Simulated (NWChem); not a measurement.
System: CH3FSe; SMILES C[Se]F

Here is an NWChem input.

```
start job
memory heap 200 mb stack 900 mb global 1100 mb
geometry units angstroms noautosym nocenter noautoz
  Se     0.432114     0.026460     0.000000
  F     -0.715052     1.378015     0.000000
  C     -0.902338    -1.355835     0.000000
  H     -0.353028    -2.310330     0.000000
  H     -1.521877    -1.293327    -0.904301
  H     -1.521877    -1.293327     0.904301
end
basis spherical
  * library pcsseg-1
end
dft
  xc slater vwn_5
  iterations 150
end
property
  shielding 5 1 2 3 4 5
end
task dft property
```

Parts of the log:

```
             Northwest Computational Chemistry Package (NWChem) 7.3.0
             --------------------------------------------------------

                             Geometry "geometry" -> ""
                             -------------------------

 Output coordinates in angstroms (scale by  1.889725989 to convert to a.u.)

  No.       Tag          Charge          X              Y              Z
 ---- ---------------- ---------- -------------- -------------- --------------
    1 Se                  34.0000     0.43211400     0.02646000     0.00000000
    2 F                    9.0000    -0.71505200     1.37801500     0.00000000
    3 C                    6.0000    -0.90233800    -1.35583500     0.00000000
    4 H                    1.0000    -0.35302800    -2.31033000     0.00000000
    5 H                    1.0000    -1.52187700    -1.29332700    -0.90430100
    6 H                    1.0000    -1.52187700    -1.29332700     0.90430100

 Effective nuclear repulsion energy (a.u.)     193.5853517726

                              NWChem Property Module
                              ----------------------

  itol2e modified to match energy
  convergence criterion.

                                 NWChem DFT Module
                                 -----------------

 Summary of "ao basis" -> "ao basis" (spherical)
 ------------------------------------------------------------------------------
       Tag                 Description            Shells   Functions and Types
 ---------------- ------------------------------  ------  ---------------------
 Se                         pcsseg-1                15       41   5s7p3d
 F                          pcsseg-1                 7       17   3s3p1d
 C                          pcsseg-1                 7       17   3s3p1d
 H                          pcsseg-1                 3        5   2s1p

  itol2e modified to match energy
  convergence criterion.

            General Information
            -------------------
          SCF calculation type: DFT
          Wavefunction type:  closed shell.
          No. of atoms     :     6
          No. of electrons :    52
           Alpha electrons :    26
            Beta electrons :    26
          Charge           :     0
          Spin multiplicity:     1
          Use of symmetry is: off; symmetry adaption is: off
          Maximum number of iterations: 150
          AO basis - number of functions:    90
                     number of shells:    38
          Convergence on energy requested:  1.00D-07
          Convergence on density requested:  1.00D-05
          Convergence on gradient requested:  5.00D-04

              XC Information
              --------------
                        Slater Exchange Functional  1.000 local
                      VWN V Correlation Functional  1.000 local

             Grid Information
             ----------------
          Grid used for XC integration:  fine
          Radial quadrature: Mura-Knowles
          Angular quadrature: Lebedev.
          Tag              B.-S. Rad. Rad. Pts. Rad. Cut. Ang. Pts.
          ---              ---------- --------- --------- ---------
          Se                  1.15      140           9.0       974
          F                   0.50       70          10.0       590
          C                   0.70       70           8.0       590
          H                   0.35       60           9.0       590
          Grid pruning is: on
          Number of quadrature shells:   460
          Spatial weights used:  Erf1

      Superposition of Atomic Density Guess
      -------------------------------------

 Sum of atomic energies:       -2538.04362038

      Non-variational initial energy
      ------------------------------

 Total energy =   -2538.837104
 1-e energy   =   -3920.586776
 2-e energy   =    1188.164321
 HOMO         =      -0.234604
 LUMO         =      -0.061237

   convergence    iter        energy       DeltaE   RMS-Dens  Diis-err
 ---------------- ----- ----------------- --------- --------- ---------
 d= 0,ls=0.0,diis     1  -2536.5276470924 -2.73D+03  1.54D-02  3.89D+00
 d= 0,ls=0.0,diis     2  -2536.2989294495  2.29D-01  1.64D-02  3.29D+00
 d= 0,ls=0.0,diis     3  -2536.3829581583 -8.40D-02  7.09D-03  2.80D+00
 d= 0,ls=0.0,diis     4  -2536.6094890467 -2.27D-01  1.89D-03  2.99D-02
 d= 0,ls=0.0,diis     5  -2536.6125010757 -3.01D-03  9.26D-04  3.77D-03
  Resetting Diis
 d= 0,ls=0.0,diis     6  -2536.6128818819 -3.81D-04  2.67D-04  1.42D-03
 d= 0,ls=0.0,diis     7  -2536.6130056130 -1.24D-04  1.86D-04  1.06D-04
 d= 0,ls=0.0,diis     8  -2536.6129607681  4.48D-05  1.22D-04  5.91D-04
 d= 0,ls=0.0,diis     9  -2536.6130170366 -5.63D-05  1.77D-05  7.80D-06
 d= 0,ls=0.0,diis    10  -2536.6130177968 -7.60D-07  6.05D-06  4.92D-07
 d= 0,ls=0.0,diis    11  -2536.6130178603 -6.35D-08  9.79D-07  2.85D-08

         Total DFT energy =    -2536.613017860257
      One electron energy =    -3921.056924451874
           Coulomb energy =     1290.550116915995
    Exchange-Corr. energy =      -99.691562096942
 Nuclear repulsion energy =      193.585351772564

 Numeric. integr. density =       52.000000484874

[...]

          -----------------------------------------
          Chemical Shielding Tensors (GIAO, in ppm)
          -----------------------------------------

                                NWChem CPHF Module
                                ------------------

  scftype          =     RHF
  nclosed          =       26
  nopen            =        0
  variables        =     1664
  # of vectors     =        3
  tolerance        = 0.10D-03
  level shift      = 0.00D+00
  max iterations   =       50
  max subspace     =       30

 SCF residual:    3.5384936903035309E-005

Iterative solution of linear equations
  No. of variables     1664
  No. of equations        3
  Maximum subspace       30
        Iterations       50
       Convergence  1.0D-04

   iter   nsub   residual    time
   ----  ------  --------  ---------
     1      3    5.52D-05      31.1

      Atom:    1  Se
        Diamagnetic
   2997.9478     -1.0611     -0.0000
     -1.0611   3000.4660     -0.0000
     -0.0000     -0.0000   2983.9059

        Paramagnetic
  -5097.1590  -2616.0402     -0.0000
  -2616.0402  -2714.2214     -0.0000
     -0.0000     -0.0000  -3104.0342

        Total Shielding Tensor
  -2099.2112  -2617.1013     -0.0000
  -2617.1013    286.2446     -0.0000
     -0.0000     -0.0000   -120.1283

           isotropic =    -644.3650
          anisotropy =   -4707.2930

          Principal Components and Axis System
                 1           2           3
            -3782.5603   1969.5937   -120.1283

      1         0.8410     -0.5410     -0.0000
      2         0.5410      0.8410     -0.0000
      3         0.0000      0.0000      1.0000

      Atom:    2  F
        Diamagnetic
    475.5914    -15.1593      0.0000
    -15.1593    481.9168     -0.0000
      0.0000     -0.0000    462.0828

        Paramagnetic
    342.9831    382.1649      0.0000
    382.1649    221.9834      0.0000
      0.0000      0.0000    -80.3075

        Total Shielding Tensor
    818.5745    367.0056      0.0000
    367.0056    703.9003      0.0000
      0.0000      0.0000    381.7753

           isotropic =     634.7500
          anisotropy =     746.9172

          Principal Components and Axis System
                 1           2           3
             1132.6948    389.7799    381.7753

      1         0.7597     -0.6502     -0.0000
      2         0.6502      0.7597      0.0000
      3         0.0000     -0.0000      1.0000

      Atom:    3  C
        Diamagnetic
    251.9317      9.3759      0.0000
      9.3759    256.8890     -0.0000
      0.0000     -0.0000    243.4998

        Paramagnetic
    -89.2797    -12.4677     -0.0000
    -12.4677    -92.6881     -0.0000
     -0.0000     -0.0000   -132.2769

        Total Shielding Tensor
    162.6520     -3.0918     -0.0000
     -3.0918    164.2010     -0.0000
     -0.0000     -0.0000    111.2229

           isotropic =     146.0253
          anisotropy =      30.8827

          Principal Components and Axis System
                 1           2           3
              166.6138    160.2392    111.2229

      1        -0.6152      0.7883      0.0000
      2         0.7883      0.6152      0.0000
      3        -0.0000     -0.0000      1.0000

      Atom:    4  H
        Diamagnetic
     25.0376     -2.8859      0.0000
     -2.8859     40.1648     -0.0000
      0.0000     -0.0000     20.8512

        Paramagnetic
      0.0266     -0.1682      0.0000
     -0.1682     -4.9411     -0.0000
      0.0000     -0.0000      4.6372

        Total Shielding Tensor
     25.0641     -3.0541      0.0000
     -3.0541     35.2237     -0.0000
      0.0000     -0.0000     25.4884

           isotropic =      28.5921
          anisotropy =      11.2186

          Principal Components and Axis System
                 1           2           3
               36.0712     25.4884     24.2167

      1        -0.2674      0.0000      0.9636
      2         0.9636      0.0000      0.2674
      3        -0.0000      1.0000     -0.0000

      Atom:    5  H
        Diamagnetic
     29.6477      3.8368      8.8876
      3.8368     24.6118      1.5314
      8.8876      1.5314     30.2034

        Paramagnetic
     -2.5186     -1.1463     -4.8616
     -1.1463      0.3936     -0.9674
     -4.8616     -0.9674     -1.9923

        Total Shielding Tensor
     27.1291      2.6906      4.0260
      2.6906     25.0054      0.5640
      4.0260      0.5640     28.2110

           isotropic =      26.7818
          anisotropy =       8.4449

          Principal Components and Axis System
                 1           2           3
               32.4118     25.5957     22.3380

      1         0.6697     -0.2896     -0.6839
      2         0.2952     -0.7412      0.6029
      3         0.6815      0.6056      0.4109
```

Level: LDA (Slater exchange, VWN5)/pcSseg-1, GIAO. Geometry: optimised at PBE0/def2-SVP. The printed shielding anisotropy is the first printed principal value minus the mean of the other two.
